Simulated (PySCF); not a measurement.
An unknown is described by computed data only.

Formula: C8H8.

| Item | Value |
| --- | --- |
| Triplet | lowest triplet excitation (Tamm–Dancoff): 3.30 eV [TDA wB97X-D/def2-SVPD] |
| Rotational structure | rotational constants A, B, C: 5.180, 1.543, 1.189 GHz [PBE0-D3(BJ)/def2-SVP] |
| 1H NMR | chemical shifts (computed TMS as zero) by class: 7.19 (2 H), 7.10 (2 H), 6.99 (1 H), 6.28 (1 H), 5.98 (1 H), 5.24 (1 H) ppm [GIAO KT2/pcSseg-1] |
| Valence photoelectron | vertical ionisation energy: 8.40 eV [ΔSCF wB97X-D/def2-SVPD] |
| Polarisability | 97.0 au [wB97X-D/def2-SVPD] |
| Couplings | largest of the computed one-bond spin–spin couplings (means over like bonds): 13C–1H +171.8, 13C–1H +167.6, 13C–1H +166.4 (×2), 13C–1H +164.2 (×2), 13C–1H +164.0, 13C–1H +160.0, 13C–13C +77.5, 13C–13C +63.4 (×2) Hz [B3LYP/pcJ-1, spin–dipole term left out] |
| Dipole | 0.16 D [wB97X-D/def2-SVPD] |
| 13C NMR | chemical shifts (computed TMS as zero) by class: 135.1 (1 C), 131.1 (1 C), 123.5 (2 C), 123.3 (1 C), 120.8 (2 C), 108.3 (1 C) ppm [GIAO KT2/pcSseg-1] |
| UV, first state | lowest singlet excitation: 5.03 eV (247 nm, f = 0.143) [TDDFT wB97X-D/def2-SVPD] |

Gas-phase values; electronic properties from PySCF, density fitting. Levels stand in brackets. Isolated species at its PBE0-D3(BJ)/def2-SVP geometry (one conformer only). NMR values are class means; diastereotopic atoms form classes of their own.

Question: Give a SMILES that accounts for the data.

Answer: Numbering: `[CH2:1]=[CH:2][c:3]1[cH:4][cH:5][cH:6][cH:7][cH:8]1`. Its formula, C8H8, gives 5 degrees of unsaturation: 1 ring and 4 π bonds in the structure found (Kekulé form). 8 carbons fall into 6 classes; from least to most shielded: alkene CH carbon [C2] (135.1 ppm), substituted aromatic carbon [C3] (131.1 ppm), aromatic CH carbon [C5/C7] (123.5 ppm, 2 C), aromatic CH carbon [C6] (123.3 ppm), aromatic CH carbon [C4/C8] (120.8 ppm, 2 C, up to 8.7 ppm apart in this geometry), terminal =CH2 carbon [C1] (108.3 ppm). Hydrogen classes from least to most shielded: 2 H on the ortho carbons, C4/C8 (7.19 ppm, a mean of values up to 0.8 ppm apart in this geometry), 2 H on the meta carbons, C5/C7 (7.10 ppm), 1 H on the para carbon, C6 (6.99 ppm), 1 H on an alkene CH carbon, C2 (6.28 ppm), 1 H on a terminal =CH2 carbon, C1 (5.98 ppm), 1 H on a terminal =CH2 carbon, C1 (5.24 ppm). The couplings run between: +171.8 Hz, terminal =CH2 carbon [C1] and its hydrogen; +167.6 Hz, aromatic CH carbon [C6] and its hydrogen; +166.4 Hz, aromatic CH carbon [C5] and its hydrogen (with 1 like pair); +164.2 Hz, aromatic CH carbon [C4] and its hydrogen (with 1 like pair); +164.0 Hz, terminal =CH2 carbon [C1] and its hydrogen; +160.0 Hz, alkene CH carbon [C2] and its hydrogen; +77.5 Hz, terminal =CH2 carbon [C1] and alkene CH carbon [C2]; +63.4 Hz, aromatic CH carbon [C4] and aromatic CH carbon [C5] (with 1 like pair). The first electron is taken from the HOMO, whose largest Löwdin shares are 0.21 on the terminal =CH2 carbon, 0.15 on an aromatic CH carbon, 0.15 on the substituted aromatic carbon and 0.14 on the alkene CH carbon. The optimised geometry has point group Cs and is an asymmetric top. Structure: `C=Cc1ccccc1`. Computed isomers that give other values at the same levels: `C#CC#CCCC=C` (rotational constant A: 12.907 GHz; this holds for the one conformer computed); `C=C1C=CC=CC=C1` (lowest singlet excitation: 2.82 eV (440 nm, f = 0.014)); `C#CC1(C#C)CCC1` (rotational constant A: 2.515 GHz; this holds for the one conformer computed). The assignments are read from this structure; whether some other isomer fits the data as well wasn't checked.

The values belong to the conformer `[CH2:1]=[CH:2][c:3]1[cH:4][cH:5][cH:6][cH:7][cH:8]1`: C1–C2–C3–C4 0°.
